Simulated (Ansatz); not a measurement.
`[F][AlH][SeH]` + HBr → `[F][AlH][Br]` + H₂Se at 500 K and 1 bar (ligand exchange at the Al–Se bond).

Program: Ansatz. Geometries: PBE0-D4/def2-TZVP. ΔE: electronic, gas phase. CBS: MP2 limit from def2 TZ/QZ plus the TZ coupled-cluster correction, frozen cores. For Br, Se outer-core shells are correlated without core-valence functions, which leaves a few kJ/mol of doubt a bond. Scalar relativity is left out up to krypton. Each species was taken in one conformer, which may not be the lowest.

| species | CCSD(T)/CBS energy (Eh) | H − E (kJ/mol) | S (J/(mol·K)) |
| --- | --- | --- | --- |
| `[F][AlH][SeH]` | -2743.83001 | 77.5 | 346.1 |
| HBr | -2573.91920 | 30.5 | 213.7 |
| `[F][AlH][Br]` | -2915.86674 | 53.8 | 327.2 |
| H₂Se | -2401.89790 | 53.1 | 237.8 |

H − E and S are ideal-gas, rigid-rotor, harmonic terms from PBE0-D4/def2-TZVP, for one conformer and one mirror image of each species. 1 Eh = 2625.50 kJ/mol, R = 8.31446 J/(mol·K).

**Question.** By hand: ΔE, ΔH, ΔS and ΔG.

**Answer.** ΔE = (-2915.86674) + (-2401.89790) − (-2743.83001) − (-2573.91920) = -0.01543 Eh = -40.5 kJ/mol. Δ(H − E) = 53.8 + 53.1 − 77.5 − 30.5 = -1.1, so ΔH = -41.6 kJ/mol. ΔS = 327.2 + 237.8 − 346.1 − 213.7 = 5.2 J/(mol·K). ΔG = -41.6 − 500 × (5.2)/1000 = -44.2 kJ/mol.

**Question.** By hand: the equilibrium constant, and the temperature at which ΔG would vanish if ΔH and ΔS stayed fixed.

**Answer.** log₁₀ K = −ΔG/(RT ln 10) = 4.6. ΔH and −TΔS have one sign here, so there is no such temperature. One of them is within its doubt of zero, so this could turn.

The number of gas molecules stays the same, so ΔS is small and ΔH decides. A doubt of 5 kJ/mol in ΔE shifts log₁₀ K by 0.5 here. Other conformers and mirror images would add mixing entropy, several J/(mol·K) or more a flexible species. These are equilibria of isolated gas molecules and say nothing of rates. Largest T1 diagnostic: 0.011 (customary marks: 0.02 for closed shells, 0.045 for open ones).
